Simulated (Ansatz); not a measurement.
Species: sum formula BNH (charge 0, doublet). It need not be the lowest isomer of its formula. 
Structure (B3LYP-D3(BJ)/def2-TZVP (Ansatz, a first-principles code) minimum search):
SMILES: B=[N]
```xyz
3

B      0.0000     0.0000    -0.6130
N      0.0000     0.0000     0.6925
H      0.0000     0.0000    -1.7820
```
Charge 0, spin multiplicity 2.

Basis-set convergence of Hartree-Fock and CCSD correlation energies (hartree) with Ansatz. Valence correlation only, unless marked. UHF or UKS for open shells. Spin-orbit coupling is left out. Non-relativistic.

| basis | functions | E(HF) | E(corr, CCSD) |
|---|---|---|---|
| def2-SVP | 33 | -79.56751 | -0.22444 |
| def2-TZVPP | 76 | -79.66308 | -0.26875 |
| def2-QZVPP | 144 | -79.66674 | -0.28366 |

Extrapolating the two largest sets (X = 3 and 4) as X^-3: E(corr) = (64·(-0.28366) - 27·(-0.26875))/37 = -0.2945 Eh, an estimate of the basis-set limit. The largest set recovers 96.3 % of it, the smallest 76.2 %.
